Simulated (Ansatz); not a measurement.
**Ligand exchange: Si(CH3)3(NH2) + C2H7MgN → Si(CH3)2(NH2)2 + C3H8Mg**

Species: Si(CH3)3(NH2), singlet; C2H7MgN `C[CH2][Mg][NH2]`, singlet; Si(CH3)2(NH2)2, singlet; C3H8Mg `C[CH2][Mg][CH3]`, singlet. The partners trade CH3 for NH2: Si–CH3 and Mg–NH2 bonds give way to Si–NH2 and Mg–CH3.

Shapes, held fixed at every level: PBE0-D4/def2-TZVP. Flexible molecules stand in one conformer, not always the lowest. Programs: Ansatz 0.2.0. Electronic energies: no zero-point or thermal term.

```json
{"level": "HF/def2-SVP", "kind": "Hartree–Fock", "ΔE (kJ/mol)": "+18.2", "less CCSD(T)/def2-TZVPP": "+7.4"}
{"level": "HF/def2-TZVPP", "kind": "Hartree–Fock", "ΔE (kJ/mol)": "+7.4", "less CCSD(T)/def2-TZVPP": "-3.4"}
{"level": "B3LYP-D4/def2-TZVPP", "kind": "global hybrid", "ΔE (kJ/mol)": "+10.4", "less CCSD(T)/def2-TZVPP": "-0.4"}
{"level": "r2SCAN0-D4/def2-TZVPP", "kind": "global hybrid", "ΔE (kJ/mol)": "+10.1", "less CCSD(T)/def2-TZVPP": "-0.7"}
{"level": "wB97X-V/def2-TZVPP", "kind": "range-separated hybrid", "ΔE (kJ/mol)": "+11.8", "less CCSD(T)/def2-TZVPP": "+1.0"}
{"level": "B2PLYP/def2-TZVPP", "kind": "double hybrid", "ΔE (kJ/mol)": "+10.9", "less CCSD(T)/def2-TZVPP": "+0.1"}
{"level": "CCSD/def2-SVP", "kind": "coupled cluster or CI", "ΔE (kJ/mol)": "+23.0", "less CCSD(T)/def2-TZVPP": "+12.2"}
{"level": "CCSD(T)/def2-TZVPP", "kind": "coupled cluster or CI", "ΔE (kJ/mol)": "+10.8", "less CCSD(T)/def2-TZVPP": "0.0"}
```

The highest level, CCSD(T)/def2-TZVPP, gives ΔE = +10.8 kJ/mol; the levels span +7.4 to +23.0. The column of differences is taken from that level and isn't an error. No measured value is set beside it here. Outer-core shells of Mg are correlated, in sets that cover them unevenly.
